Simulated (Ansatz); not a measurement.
`CO[SiH2][AlH2]` + `C1N[SiH2]1` → `[AlH2][N]1C[SiH2]1` + `CO[SiH3]` at 400 K and 1 bar (cleavage of the Al–Si bond).

Gas-phase electronic energies from Ansatz, PBE0-D4/def2-TZVP geometries. CBS: MP2 limit from def2 TZ/QZ plus the TZ coupled-cluster correction, frozen cores. One conformer a species, not always the lowest.

```tsv
species	CCSD(T)/CBS energy (Eh)	H − E (kJ/mol)	S (J/(mol·K))
`CO[SiH2][AlH2]`	-648.52635	225.7	400.8
`C1N[SiH2]1`	-384.79623	175.1	290.7
`[AlH2][N]1C[SiH2]1`	-627.44019	194.8	358.7
`CO[SiH3]`	-405.93001	201.0	323.1
```

H − E and S are ideal-gas, rigid-rotor, harmonic terms from PBE0-D4/def2-TZVP, for one conformer and one mirror image of each species. 1 Eh = 2625.50 kJ/mol, R = 8.31446 J/(mol·K).

Question: By hand: ΔE, ΔH, ΔS and ΔG.

Answer: ΔE = (-627.44019) + (-405.93001) − (-648.52635) − (-384.79623) = -0.04762 Eh = -125.0 kJ/mol. Δ(H − E) = 194.8 + 201.0 − 225.7 − 175.1 = -5.0, so ΔH = -130.0 kJ/mol. ΔS = 358.7 + 323.1 − 400.8 − 290.7 = -9.7 J/(mol·K). ΔG = -130.0 − 400 × (-9.7)/1000 = -126.1 kJ/mol.

Question: By hand: the equilibrium constant, and the temperature at which ΔG would vanish if ΔH and ΔS stayed fixed.

Answer: log₁₀ K = −ΔG/(RT ln 10) = 16.5. ΔG = 0 at ΔH/ΔS = 13402 K, far beyond where these terms or the molecules hold.

The number of gas molecules stays the same, so ΔS is small and ΔH decides. A doubt of 5 kJ/mol in ΔE shifts log₁₀ K by 0.7 here. Other conformers and mirror images would add mixing entropy, several J/(mol·K) or more a flexible species. These are equilibria of isolated gas molecules and say nothing of rates. Largest T1 diagnostic: 0.013 (customary marks: 0.02 for closed shells, 0.045 for open ones).
